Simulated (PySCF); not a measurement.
A GIAO shielding run with PySCF 2.14 (density fitting, non-relativistic, gas phase) on `OCCCCCCO`, C₆H₁₄O₂:

```
{"job": {"kind": "nmr", "xc": "KT3", "basis": "pcSseg-1", "pop": false}, "charge": 0, "multiplicity": 1}
O      4.184624     0.040572     0.486265
C      3.001360     0.744115     0.225440
C      1.748850    -0.091240     0.430307
C      0.461294     0.678586     0.182384
C     -0.795936    -0.156619     0.373543
C     -2.081413     0.607862     0.099225
C     -3.336131    -0.227736     0.288712
O     -4.518359     0.497000     0.087483
H      4.225238    -0.704825    -0.121563
H      2.994308     1.174812    -0.797971
H      2.991696     1.601087     0.918802
H      1.763052    -0.497494     1.456121
H      1.788241    -0.966730    -0.245470
H      0.421762     1.554717     0.854285
H      0.470829     1.090635    -0.843145
H     -0.816964    -0.553099     1.404592
H     -0.746414    -1.042942    -0.284881
H     -2.062226     0.995767    -0.937028
H     -2.150097     1.492806     0.754725
H     -3.285590    -1.124084    -0.364665
H     -3.376077    -0.604662     1.323861
H     -4.514287     0.822528    -0.818487
```

Hardware: 1 thread of an x86-64 server CPU, shared host.

Problem. How large is the calculation?

Solution. 66 electrons, 206 basis functions and 1064 auxiliary functions.

Problem. How long does it take?

Solution. 69 s of wall time, with 14 SCF cycles. Times on a shared host scatter by some tens of per cent.

Problem. And these other runs on the same molecule and hardware: GIAO shielding at PBE0/pcSseg-1?

Solution. PBE0/pcSseg-1: 206 functions, 48 s.
